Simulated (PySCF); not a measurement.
# Computed properties of Zn(Br)(NH2) (BrH₂NZn), SMILES [NH2][Zn][Br]

Zn(Br)(NH2) (BrH₂NZn), SMILES [NH2][Zn][Br]. The structure is a stationary point at B3LYP-D3(BJ)/def2-SVP. The values are those of a single conformer. All values are computed for the isolated molecule unless a solvent is named; none is compared with measurement here.

**Structure.** The optimised structure has Cs symmetry. All 9 harmonic modes at B3LYP-D3(BJ)/def2-SVP (PySCF) are real, so it is a minimum. With heavy atoms numbered as in [Zn:1]([Br:2])[NH2:3], the shortest bond between them is Zn1–N3 at 1.829 Å and the longest Zn1–Br2 at 2.252 Å.

**Vibrations.** The strongest infrared lines (harmonic, unscaled, degenerate partners summed) lie at 463 cm⁻¹ (152 km/mol, H 72 %, N 26 %), 673 cm⁻¹ (37 km/mol, N 57 %, Zn 23 %, H 19 %), 764 cm⁻¹ (21 km/mol, H 89 %, N 10 %). The softest mode is at 111 cm⁻¹ and the zero-point energy is 15.8 kcal/mol.

**Electronic structure.** ωB97X/def2-TZVPD (PySCF) places the frontier levels at -9.90 and 0.70 eV, a gap of 10.60 eV, and gives a dipole moment of 2.20 D and a mean polarisability of 55.6 bohr³.

**Excitations.** TDA-CAM-B3LYP/def2-SVPD (PySCF) has S1 at 5.13 eV (242 nm, f = 0.055, bright); the most intense of the 10 singlets computed lies at 6.10 eV (f = 0.07). T1 (TDA) is at 4.49 eV, 0.64 eV under S1. No vertical singlet excitation falls in the visible range (under 3.1 eV).

**NMR.** GIAO shifts at HF/pcSseg-1 (PySCF) (non-relativistic, atoms alike by connectivity averaged): ¹H at -0.3 ppm against TMS. Without spin–orbit terms, shifts of atoms bonded to Cl or Br come out too high.
